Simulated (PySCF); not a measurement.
H3InO, SMILES [InH2][OH]. Atoms are numbered in the order given.

```xyz
5

In     0.0030     0.2872     0.0000
H     -1.5652     0.9824     0.0000
H      1.6151     0.9043     0.0000
O     -0.1203    -1.7283     0.0000
H      0.7637    -2.1326     0.0000
```

The structure is a stationary point at PBE-D3(BJ)/def2-TZVP. The def2 effective core potentials stand for the cores of In; spin–orbit coupling is left out.

All values below come from TDA-ωB97X/def2-TZVPD in PySCF 2.14.0.

Vertical excitations. Gas-phase values at a fixed geometry. State labels are in the subgroup Cs.

### Question
List the lowest excited states. (An estimate is asked for; the answer gives what the named calculation found.)

### Answer

```tsv
state	symmetry	energy (eV)	λ (nm)	f	main pairs
S1	A"	5.61	221	0.005	HOMO→LUMO 94 %
S2	A"	6.13	202	0.014	HOMO−2→LUMO 94 %
S3	A'	6.15	202	0.004	HOMO−1→LUMO 77 %
S4	A"	6.52	190	0.057	HOMO−1→LUMO+1 83 %
S5	A'	7.28	170	0.200	HOMO→LUMO+1 68 %, HOMO−1→LUMO 12 %
S6	A'	7.85	158	0.093	HOMO−2→LUMO+1 59 %, HOMO−2→LUMO+2 12 %
S7	A"	7.92	157	0.002	HOMO−1→LUMO+3 47 %, HOMO−1→LUMO+2 33 %
S8	A'	7.97	155	0.287	HOMO→LUMO+2 45 %, HOMO→LUMO+3 41 %
S9	A'	8.51	146	0.277	HOMO−2→LUMO+2 30 %, HOMO−2→LUMO+3 24 %, HOMO→LUMO+3 13 %, HOMO→LUMO+2 10 %
S10	A'	8.84	140	0.428	HOMO→LUMO+3 26 %, HOMO−2→LUMO+3 20 %, HOMO→LUMO+2 17 %, HOMO−2→LUMO+2 11 %
T1	A"	5.36	231	0	HOMO→LUMO 88 %
T2	A'	5.57	222	0	HOMO−1→LUMO 93 %
T3	A"	5.86	211	0	HOMO−2→LUMO 86 %
T4	A'	6.07	204	0	HOMO→LUMO+1 55 %, HOMO→LUMO+2 18 %
```
Triplets are in the Tamm–Dancoff approximation.
